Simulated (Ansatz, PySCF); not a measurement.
Input for PySCF:
```python
from pyscf import gto, scf, dft

mol = gto.Mole()
mol.atom = '''
    C     1.30815180   -0.19129891    0.14654059
    C     0.10901014   -0.01594121    0.01221143
    C    -1.22056561    0.17849066   -0.13672909
    H     2.33913641   -0.34206600    0.26203260
    H    -1.59247811    1.02636034   -0.68281534
    H    -1.92623626   -0.51179755    0.28864513
'''
mol.basis = 'sto-3g'
mol.spin = 1
mol.verbose = 4
mol.build()

mf = dft.UKS(mol)
mf.xc = 'revpbe'
mf.grids.atom_grid = (99, 590)
mf.grids.prune = None
mf.kernel()
```

**Question.** Write the same job for Ansatz (an electronic-structure program).

**Answer.** Several could match; the one computed here: 
Ansatz 0.2 input:
```yaml
crystal:
  periodic: [false, false, false]
  atoms:
    - {symbol: C, position_ang: [1.30815180, -0.19129891, 0.14654059]}
    - {symbol: C, position_ang: [0.10901014, -0.01594121, 0.01221143]}
    - {symbol: C, position_ang: [-1.22056561, 0.17849066, -0.13672909]}
    - {symbol: H, position_ang: [2.33913641, -0.34206600, 0.26203260]}
    - {symbol: H, position_ang: [-1.59247811, 1.02636034, -0.68281534]}
    - {symbol: H, position_ang: [-1.92623626, -0.51179755, 0.28864513]}
basis:
  gaussian:
    orbitals: STO-3G
hamiltonian:
  xc: revpbe
magnetization: {spin_polarized: true, initial_magnetization: 1}
accuracy: high
```

Both were run: PySCF gave -114.531226 Eh and Ansatz -114.531226 Eh, 0.000 mEh apart.
